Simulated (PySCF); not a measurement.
Choosing a molecule for a target property.

All species are isolated and taken at one optimised geometry, non-relativistic unless stated. Electronic properties by PySCF.

The conformers computed, where there is a choice (atom-mapped SMILES and torsion angles):
- `[CH2:1]=[CH:2][CH2:3][C@@H:4]1[CH:5]=[N:6]1`: C1–C2–C3–C4 118°, C2–C3–C4–C5 -93°
- `[F:1][C:2]([F:3])([F:4])[C:5]([F:6])([SiH3:7])[SiH3:8]`: F1–C2–C5–F6 180°
- `[CH3:1][O:2][CH2:3][n+:4]1[cH:5][cH:6][o:7][cH:8]1`: C1–O2–C3–N4 -88°, O2–C3–N4–C5 162°
- `[CH:1]#[C:2]/[CH:3]=[CH:4]/[CH2:5][NH2:6]`: C3–C4–C5–N6 116°, H–N6–C5–C4 60°, H–N6–C5–C4 -59°
- `[CH2:1]=[C:2]1[CH:3]=[C:4]1[CH2:5][NH2:6]`: C3–C4–C5–N6 0°, H–N6–C5–C4 -59°, H–N6–C5–C4 59°
- `[CH3:1][C:2]([CH3:3])([CH3:4])[Si@@H:5]([NH2:6])[OH:7]`: C1–C2–Si5–N6 -61°, H–N6–Si5–C2 -55°, H–N6–Si5–C2 171°, H–O7–Si5–C2 -63°
- `[CH2:1]=[CH:2][CH2:3][CH2:4][C:5]#[N:6]`: C1–C2–C3–C4 -117°, C2–C3–C4–C5 -63°
- `[CH2:1]=[CH:2]/[CH:3]=[CH:4]/[CH2:5][CH2:6][F:7]`: C1–C2–C3–C4 179°, C3–C4–C5–C6 -121°, C4–C5–C6–F7 -66°

Question: Wanted: electronic spatial extent ⟨r²⟩ about the centre of nuclear charge between 680 bohr² and 800 bohr² (PBE0/def2-SVPD) and HOMO energy below -7.4 eV (PBE0/def2-SVPD), at GFN2-xTB geometries. Which candidate meets both?
A. `C=CC[C@@H]1C=N1`
B. `FC(F)(F)C(F)([SiH3])[SiH3]`
C. `COC[N+]1=COC=C1`
D. `C=C1C=C1CN`
E. `C=CCCC#N`
F. `CC(C)(C)[Si@@H](N)O`
G. `C#C/C=C/CN`

Answer: E. Computed values:
```
                   species  electronic spatial extent ⟨r²⟩ about the centre of nuclear charge  HOMO energy
           C=CC[C@@H]1C=N1                                                          657 bohr²     -7.54 eV
                  C=CCCC#N                                                          694 bohr²     -7.94 eV
                C=C1C=C1CN                                                          704 bohr²     -5.98 eV
                C#C/C=C/CN                                                          844 bohr²     -6.82 eV
           COC[N+]1=COC=C1                                                          986 bohr²    -12.91 eV
       CC(C)(C)[Si@@H](N)O                                                         1024 bohr²     -7.32 eV
FC(F)(F)C(F)([SiH3])[SiH3]                                                         1251 bohr²     -8.95 eV
```

Question: Wanted: HOMO–LUMO gap above 8 eV (PBE0/def2-SVPD) and dipole moment above 1.8 D (PBE0/def2-SVPD), at GFN2-xTB geometries. Which candidate meets both?
A. `FC(F)(F)C(F)([SiH3])[SiH3]`
B. `N#CCCC=C`
C. `C=C/C=C/CCF`
D. `C1=N[C@@H]1CC=C`

Answer: A. Computed values:
```csv
species,HOMO–LUMO gap,dipole moment
C=C/C=C/CCF,5.88 eV,1.66 D
C1=N[C@@H]1CC=C,6.83 eV,1.99 D
N#CCCC=C,7.81 eV,3.95 D
FC(F)(F)C(F)([SiH3])[SiH3],8.73 eV,2.46 D
```

Question: Wanted: smallest rotational constant between 1.1 GHz and 1.8 GHz (GFN2-xTB) and static isotropic polarisability above 70 au (PBE0/def2-SVPD), at GFN2-xTB geometries. Which candidate meets both?
A. `COC[n+]1ccoc1`
B. `C=C1C=C1CN`
C. `C#C/C=C/CN`
D. `FC(F)(F)C([SiH3])(F)[SiH3]`
E. `C=CC[C@@H]1C=N1`

Answer: C. Computed values:
```csv
species,smallest rotational constant,static isotropic polarisability
FC(F)(F)C([SiH3])(F)[SiH3],1.054 GHz,80.7 au
COC[n+]1ccoc1,1.197 GHz,65.1 au
C#C/C=C/CN,1.381 GHz,73.7 au
C=C1C=C1CN,1.724 GHz,68.6 au
C=CC[C@@H]1C=N1,1.899 GHz,62.8 au
```

Question: Wanted: lowest triplet excitation (Tamm–Dancoff) between 3.3 eV and 3.8 eV (TDA PBE0/def2-SVPD) and lowest singlet excitation below 7 eV (TDDFT PBE0/def2-SVPD), at GFN2-xTB geometries. Which candidate meets both?
A. `C=C/C=C/CCF`
B. `CC(C)(C)[Si@@H](N)O`
C. `C#C/C=C/CN`
D. `FC(F)(F)C(F)([SiH3])[SiH3]`
E. `C=CC[C@@H]1C=N1`

Answer: C. Computed values:
```csv
species,lowest triplet excitation (Tamm–Dancoff),lowest singlet excitation
C=C/C=C/CCF,3.17 eV,5.73 eV
C#C/C=C/CN,3.39 eV,5.10 eV
C=CC[C@@H]1C=N1,4.15 eV,4.91 eV
CC(C)(C)[Si@@H](N)O,6.27 eV,6.51 eV
FC(F)(F)C(F)([SiH3])[SiH3],6.65 eV,7.27 eV
```
